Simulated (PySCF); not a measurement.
H₂BClO, SMILES OBCl, singlet (B3LYP/def2-SVP optimised geometry):

```
5

B     -0.542    -0.450     0.000
H     -1.134    -1.494     0.001
Cl     1.236    -0.450     0.000
O     -1.236     0.697     0.000
H     -0.687     1.494    -0.001
```

Method: B3LYP/def2-TZVP (PySCF).

Question: What are the frontier orbital energies and the dipole moment?

Answer: HOMO-2 -9.88 eV, HOMO-1 -9.24 eV, HOMO -8.88 eV, LUMO -0.64 eV, LUMO+1 0.42 eV; dipole moment 1.15 D.

On the same geometry PBE/def2-TZVP run with PySCF gives HOMO-2 -8.58 eV, HOMO-1 -8.09 eV, HOMO -7.70 eV, LUMO -1.42 eV, LUMO+1 -0.08 eV; dipole moment 1.22 D.

Meta-Löwdin charges at B3LYP/def2-TZVP: B1 0.22, H2 0.01, Cl3 -0.12, O4 -0.47, H5 0.36.
